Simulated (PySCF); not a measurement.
GeH5O3P, SMILES [OH][Ge]([OH])([OH])[PH2]. The structure is a stationary point at B3LYP-D3(BJ)/def2-SVP. This is a generated structure with no PubChem entry under its InChIKey; it may be hypothetical. One conformer was computed; it need not be the lowest.

**Question.** Give the equilibrium geometry at B3LYP-D3(BJ)/def2-SVP (PySCF confirms it by a frequency run) as bond lengths and angles. (An estimate is asked for; the answer gives what the named calculation found.)

**Answer.** This is not unique; one that fits is 
Atoms: O1 Ge2 O3 O4 P5 H6 H7 H8 H9 H10. Bonds (Å): O1–Ge2 1.777, O1–H6 0.968, Ge2–O3 1.786, Ge2–O4 1.778, Ge2–P5 2.320, O3–H7 0.967, O4–H8 0.968, P5–H9 1.428, P5–H10 1.429. Angles (°): Ge2–O1–H6 110.3, O1–Ge2–O3 101.8, O1–Ge2–O4 108.5, O1–Ge2–P5 116.6, O3–Ge2–O4 111.3, O3–Ge2–P5 113.2, O4–Ge2–P5 105.5, Ge2–O3–H7 113.2, Ge2–O4–H8 111.4, Ge2–P5–H9 91.8, Ge2–P5–H10 91.8, H9–P5–H10 93.5.
